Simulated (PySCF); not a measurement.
## Trend along the chalcogens: MSn cations

HF with double-zeta basis sets in PySCF, for the lowest determinant that a PBE0 search found; no spin–orbit coupling. De refers to high-spin ground-configuration atoms (the charge goes to the atom of lower measured ionisation energy or higher electron affinity, which is not always the lowest computed limit). A positive dipole points towards Sn; it is taken about the centre of mass and depends on that origin.

```json
{"M": "O", "basis": "x2c-SVPall", "reference": "UHF", "charged atom": "Sn+", "state (unpaired electrons)": "doublet (π ↑)", "Re (Å)": "1.981", "ωe (cm⁻¹)": "685", "De (eV)": "1.06", "μ (D)": "3.20"}
{"M": "S", "basis": "def2-SVP", "reference": "UHF", "charged atom": "Sn+", "state (unpaired electrons)": "doublet (π ↑)", "Re (Å)": "2.389", "ωe (cm⁻¹)": "399", "De (eV)": "1.54", "μ (D)": "2.07"}
{"M": "Se", "basis": "def2-SVP", "reference": "UHF", "charged atom": "Sn+", "state (unpaired electrons)": "doublet (π ↑)", "Re (Å)": "2.505", "ωe (cm⁻¹)": "273", "De (eV)": "1.49", "μ (D)": "3.59"}
```

The shortest bond is that of SnO⁺ (1.981 Å), the longest that of SnSe⁺ (2.505 Å).

The rows differ in basis set, which adds steps of its own.

Down a group the atoms grow and get heavier, so bonds lengthen and wavenumbers fall; this series shows no clear exception.

These are scalar-relativistic numbers at best; spin–orbit coupling would shift them, the dissociation energy most. For an ion De counts to the pair picked by the measured ionisation energies or electron affinities, which need not be the lowest pair at this level. Hartree–Fock leaves out correlation, which carries a large part of most bond energies and some tenths to 1 eV of ionisation energies. States were picked by a PBE0 search and need not be the measured ground states.
